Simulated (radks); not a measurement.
The fluorine anion F-, [Ne], held by a Watson sphere: a shell of charge +1.1 at radius R that stands for the Madelung well of a crystal (potential energy -1.1/R inside, -1.1/r outside, in hartree with lengths in bohr). Calculated with a radial shooting solver on a logarithmic mesh with Libxc functionals: scalar-relativistic Kohn-Sham, r2SCAN, spin-polarised, spherical densities, finite nucleus; meta-GGA in the generalised Kohn-Sham scheme; Fermi nuclear charge, rms radius of each element as measured or else 0.836 A^(1/3) + 0.57 fm.

R (bohr)	e(1s) (eV)	e(2s) (eV)	e(2p) (eV)	<r> 2p (bohr)	sum of <r^2> (bohr^2)	X-ray form factor at sin(theta)/lambda = 0.3 1/angstrom
2.56	-664.81	-28.382	-8.902	1.240	15.47	5.078
2.85	-664.19	-27.599	-8.141	1.253	15.87	5.070
3.1	-663.69	-27.006	-7.557	1.262	16.16	5.066
3.16	-663.58	-26.873	-7.426	1.264	16.23	5.065
3.42	-663.11	-26.338	-6.894	1.272	16.48	5.063
3.44	-663.07	-26.300	-6.856	1.272	16.50	5.063
